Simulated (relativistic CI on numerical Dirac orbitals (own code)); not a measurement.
**Radial parameters of Ta31+**

These numbers are calculated, not measured: Dirac-Coulomb-Breit CI, orbitals from a KLI potential per configuration, model QED, unscaled Slater integrals (own radial code, finite nucleus).

Slater integrals F^k, G^k are unscaled and averaged over j, outside the closed core [Ar] 3d10; ζ comes from projecting the Hamiltonian with its Breit term on Σ l·s of the shell.

- 4s2 4p6 4d6: F^2(4d,4d) = 226230, F^4(4d,4d) = 153890, ζ(4d) = 51745 cm⁻¹; <r>(4d) = 0.4446, <r^2>(4d) = 0.226 (bohr units).
- 4s2 4p5 4d7: ζ(4p) = 423850, F^2(4d,4d) = 226170, F^4(4d,4d) = 153850, F^2(4p,4d) = 228270, G^1(4p,4d) = 284370, G^3(4p,4d) = 181760, ζ(4d) = 51549 cm⁻¹; <r>(4p) = 0.4395, <r^2>(4p) = 0.2186, <r>(4d) = 0.4447, <r^2>(4d) = 0.2261 (bohr units).
- 4s2 4p6 4d5 4f: F^2(4d,4d) = 226100, F^4(4d,4d) = 153800, ζ(4d) = 51702, F^2(4d,4f) = 226690, F^4(4d,4f) = 147850, G^1(4d,4f) = 236730, G^3(4d,4f) = 162420, G^5(4d,4f) = 119110, ζ(4f) = 8603 cm⁻¹; <r>(4d) = 0.4449, <r^2>(4d) = 0.2263, <r>(4f) = 0.4228, <r^2>(4f) = 0.2033 (bohr units).

Question: Give the Racah parameters of the d shell in 4s2 4p6 4d6.

Answer: B = F²/49 − 5F⁴/441 = 2872 cm⁻¹ and C = 35F⁴/441 = 12213 cm⁻¹.

Averages of the first 10 configurations, taken without configuration mixing, which lowers the lowest level and can move excited configurations by several eV; other configurations of the list can lie among them:

```json
{"Configuration": "4s2 4p6 4d6", "Parity": "even", "States": "210", "Average energy above the lowest level (eV)": "30.7"}
{"Configuration": "4s2 4p5 4d7", "Parity": "odd", "States": "720", "Average energy above the lowest level (eV)": "234.7"}
{"Configuration": "4s2 4p6 4d5 4f", "Parity": "odd", "States": "3528", "Average energy above the lowest level (eV)": "232.0"}
{"Configuration": "4s2 4p4 4d8", "Parity": "even", "States": "675", "Average energy above the lowest level (eV)": "441.7"}
{"Configuration": "4s 4p6 4d7", "Parity": "even", "States": "240", "Average energy above the lowest level (eV)": "393.7"}
{"Configuration": "4p6 4d8", "Parity": "even", "States": "45", "Average energy above the lowest level (eV)": "760.9"}
{"Configuration": "4s 4p6 4d6 4f", "Parity": "odd", "States": "5880", "Average energy above the lowest level (eV)": "592.9"}
{"Configuration": "4s2 4p6 4d5 5s", "Parity": "even", "States": "504", "Average energy above the lowest level (eV)": "426.5"}
{"Configuration": "4s 4p5 4d8", "Parity": "odd", "States": "540", "Average energy above the lowest level (eV)": "596.1"}
{"Configuration": "4s2 4p6 4d5 5d", "Parity": "even", "States": "2520", "Average energy above the lowest level (eV)": "577.1"}
```
